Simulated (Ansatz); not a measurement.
Species: 2-methylpropane-1-selenol, C4H10Se, net charge 0, singlet state. 
Coordinates optimised at B3LYP-D3(BJ)/def2-TZVP (Ansatz, a first-principles code):
```xyz
15

C     -1.4468     2.4066     0.5322
C     -1.0910     0.9876     0.0802
C     -1.9403    -0.0466     0.8189
C      0.4042     0.7538     0.2765
Se     0.9649    -1.0151    -0.4362
H     -2.5061     2.6113     0.3655
H     -1.2464     2.5367     1.5990
H     -0.8692     3.1559    -0.0125
H     -1.3038     0.9071    -0.9908
H     -1.7329    -0.0199     1.8920
H     -1.7451    -1.0614     0.4686
H     -3.0035     0.1543     0.6771
H      0.6646     0.7884     1.3342
H      0.9832     1.5048    -0.2562
H      2.3949    -0.6741    -0.4922
```

Basis-set convergence of Hartree-Fock and MP2 correlation energies (hartree) with Ansatz. Cores are frozen in the correlated levels unless marked. No spin-orbit coupling. Frozen are the shells of the preceding noble gas and the d and f shells that filled before the atom's block. No relativistic terms.

```json
[
 {"basis": "aug-cc-pVDZ", "functions": "218", "E(HF)": "-2557.12427", "E(corr, MP2)": "-0.73696"},
 {"basis": "aug-cc-pVTZ", "functions": "473", "E(HF)": "___", "E(corr, MP2)": "___"}
]
```

**Question.** Some entries are withheld; supply them.

**Answer.** 
- aug-cc-pVTZ, E(HF): -2557.23710
- aug-cc-pVTZ, E(corr, MP2): -0.88634
